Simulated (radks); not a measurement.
Question: Valence configurations of Yb3+ (all share [Xe]). Method: non-relativistic Kohn-Sham, LDA (Slater exchange, Perdew-Wang correlation), spin-unpolarised, spherical densities, point nucleus; relativity is left out, which matters for an element this heavy; computed with a radial shooting solver on a logarithmic mesh with Libxc functionals. Order these by energy: 4f12.5 6p0.5; 4f10 5d1 6p2; 4f10 6s1 6p2; 4f11 6s1 6p1; 4f13; 4f11 5d1 6p1; 4f12 5d1; 4f12 6s1; 4f12 6p1; 4f10 6s2 6p1.

Answer: From the lowest, in eV above it: 4f13 0.000; 4f12.5 6p0.5 13.009; 4f12 5d1 18.499; 4f12 6s1 23.319; 4f12 6p1 28.587; 4f11 5d1 6p1 55.150; 4f11 6s1 6p1 62.644; 4f10 5d1 6p2 103.86; 4f10 6s2 6p1 108.28; 4f10 6s1 6p2 114.49. NIST lists [Xe] 4f13 as the ground configuration; this level of theory agrees among the configurations tried. The energies are those of spherical spin-averaged densities, not of single terms. Relativity is left out, which favours d and f over s occupation in heavy atoms.
